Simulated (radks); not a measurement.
Q: Species: the vanadium ion V2+. Configuration: [Ar] 3d3. All-electron calculation, Dirac Kohn-Sham, PBE, spin-unpolarised, spherical densities, finite nucleus; open shells are shared between the two j in proportion to 2j + 1; Fermi nuclear charge, rms radius 3.6002 fm. Program: a radial shooting solver on a logarithmic mesh with Libxc functionals. Some entries of the table are withheld. Estimate them.

orbital  occ.  eigenvalue (eV)  <r> (bohr)  <1/r> (bohr^-1)
1s1/2       2        -5380.524     0.06644            22.84
2s1/2       2        -618.9312      0.3080              (1)
2p1/2       2        -524.2329      0.2721            4.749
2p3/2       4        -517.1309      0.2749            4.683
3s1/2       2         -86.7633      0.9487            1.487
3p1/2       2         -61.1298       1.010            1.361
3p3/2       4         -60.2991       1.018            1.347
3d3/2     1.2         -21.3595       1.319              (2)
3d5/2     1.8         -21.2885       1.323              (3)

A: 
(1) 2s1/2 <1/r> (bohr^-1): 4.813
(2) 3d3/2 <1/r> (bohr^-1): 1.006
(3) 3d5/2 <1/r> (bohr^-1): 1.003
